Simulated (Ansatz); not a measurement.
Basis sets compared for Mg₂F₂⁺ (the lowest doublet isomer of a short search). Charge 1, multiplicity 2. Geometry r2SCAN-D4/def2-TZVP. Ansatz on 4 threads of Intel Xeon on a shared host; times are rough, and most runs start from earlier orbitals.

```xyz
4

Mg   -0.582   -1.260    0.327
Mg    0.582    1.260   -0.327
F    -1.127    0.451   -0.268
F     1.127   -0.451    0.268
```

The structure comes from a short search, and lower isomers may exist.

```
           level  functions  energy (Eh)  HOMO (eV)  LUMO (eV)  wall time
 PBE-D4/def2-SVP         64    -599.0298      -9.24      -8.61      2.2 s
PBE0-D4/def2-SVP         64    -599.0622      -9.63      -8.15      2.7 s
```

(1) Estimate the rows for PBE-D4/def2-TZVP (with forces), PBE0-D4/def2-TZVP.

Results:

(1) 
```tsv
level	functions	energy (Eh)	HOMO (eV)	LUMO (eV)	wall time
PBE-D4/def2-TZVP (with forces)	126	-599.4137	-9.22	-8.57	6.5 s
PBE0-D4/def2-TZVP	126	-599.4445	-9.61	-8.11	11 s
```
